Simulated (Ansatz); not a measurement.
`O[SiH](F)[AlH2]` + `[NH2][GeH3]` → `O[SiH](F)[NH][GeH3]` + `[AlH3]`  (cleavage of the Si–Al bond)

Gas-phase electronic energies from Ansatz, PBE0-D4/def2-TZVP geometries. CCSD(T)/CBS is the MP2 limit (def2-TZVPP, def2-QZVPP) plus CCSD(T) − MP2 in def2-TZVPP, frozen cores. This one scheme is used for every species. Functionals use def2-TZVPP. For Ge outer-core shells are correlated without core-valence functions, which leaves a few kJ/mol of doubt a bond. Scalar relativity is left out up to krypton. Each species was taken in one conformer, which may not be the lowest.

```tsv
species	B97M-V energy (Eh)
`O[SiH](F)[AlH2]`	-709.39193
`[NH2][GeH3]`	-2134.38972
`O[SiH](F)[NH][GeH3]`	-2599.67280
`[AlH3]`	-244.15181
```

Problem. Work out ΔE.

Solution. ΔE = (-2599.67280) + (-244.15181) − (-709.39193) − (-2134.38972) = -0.04296 Eh = -112.8 kJ/mol. CCSD(T)/CBS gives -102.7 kJ/mol.

Largest T1 diagnostic among the species: 0.012.

From r2SCAN to r2SCAN0 (25 % exact exchange), in def2-TZVPP and without D4, ΔE moves by −3.8 kJ/mol. Leaving LDA and LC-ωPBE aside and taking each functional with its dispersion term where it has one, the values, not all of them listed here, spread over 33.1 kJ/mol, from B97M-V to PBE-D4. LDA lies −14.2 kJ/mol from PBE without D4.
